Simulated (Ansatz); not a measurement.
Correlation energies of CH$_{7}$BN$_{2}$ by basis set

| atom | x (Å) | y (Å) | z (Å) |
| --- | --- | --- | --- |
| B1 | -1.085 | 0.504 | -0.345 |
| C2 | 0.233 | -0.339 | -0.375 |
| N3 | 0.321 | 1.085 | 0.153 |
| N4 | 0.530 | -1.295 | 0.626 |
| H5 | -1.851 | 0.312 | 0.560 |
| H6 | -1.473 | 1.014 | -1.359 |
| H7 | 0.810 | -0.415 | -1.294 |
| H8 | 0.526 | 1.109 | 1.141 |
| H9 | 0.843 | 1.759 | -0.387 |
| H10 | 1.383 | -1.812 | 0.478 |
| H11 | -0.238 | -1.923 | 0.803 |

The species carries charge 0 and has multiplicity 1. The bonds changed during the relaxation, so this is another structure than the one it started from. Geometry: relaxed with PBE0-D4/def2-TZVP. It is one conformer, not always the lowest. Frozen core, restricted reference, Ansatz 0.2.0. CBS rows extrapolate triple and quadruple zeta; past MP2 they add the triple-zeta difference.

| basis | HF (Eh) | MP2 corr. | CCSD corr. | (T) | CCSD(T) total |
| --- | --- | --- | --- | --- | --- |
| def2-SVP | -175.37340 | -0.58250 | -0.62710 | -0.01797 | -176.01847 |
| def2-TZVPP | -175.57377 | -0.71925 | -0.75355 | -0.02962 | -176.35694 |
| def2-QZVPP | -175.58229 | -0.76730 | – | – | – |
| CBS(def2) | -175.58346 | -0.80290 | -0.83720 | as TZ | -176.45028 |
